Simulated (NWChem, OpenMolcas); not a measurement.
# From OpenMolcas to NWChem

OpenMolcas 26.06 runs this on GeF2 (SMILES [F][Ge][F]):

job.inp:
```
* F2Ge Kohn-Sham DFT
>>> EXPORT MOLCAS_PRINT=2

&GATEWAY
  BasLib = $CurrDir
  Coord
  3
  angstrom
  F       -0.872912      -1.222792      -0.620157
  Ge       0.637500      -0.295200       0.320200
  F        0.027600       1.332100       0.164100
  Basis = def2-TZVPP
  Group = NoSym

&SEWARD
  GridInput
  Grid=UltraFine
  End of Grid

&SCF
  KSDFT = revPBE
  Thresholds = 1e-10 1e-07 1e-07 1e-05
  PrOrbitals = 1 2
```

```bash
$ export MOLCAS_MEM=1860
$ pymolcas job.inp > job.log
```

(Basis files named in the input come from the Basis Set Exchange and aren't shown.)

One bond was lengthened or shortened from a relaxed shape.

It gives a total energy of -2276.622780 Eh.

Question: Translate the job to NWChem 7.3.0 as an ASE script.

Answer: One way, which was run:

struct.xyz:
```
3

F     -0.872912    -1.222792    -0.620157
Ge     0.637500    -0.295200     0.320200
F      0.027600     1.332100     0.164100
```

run.py:
```python
from ase.io import read
from ase.calculators.nwchem import NWChem

system = read('struct.xyz')

calc = NWChem(
    label='struct',
    theory='dft',
    memory='2200 mb',
    basis='def2-TZVPP',
    basispar='spherical bse',
    dft={'xc': 'revpbe cpbe96', 'mult': '1', 'grid': 'fine', 'convergence': 'energy 1e-08', 'iterations': '100', 'mulliken': None},
    task='energy',
)
system.calc = calc

print("Total energy (eV):", round(system.get_potential_energy(), 6))
print("dipole (e A):", system.get_dipole_moment().round(4))
```

```bash
$ export ASE_NWCHEM_COMMAND="nwchem PREFIX.nwi > PREFIX.nwo"
$ python run.py
```

Its energy is -2276.622778 Eh, 0.002 mEh from the first.
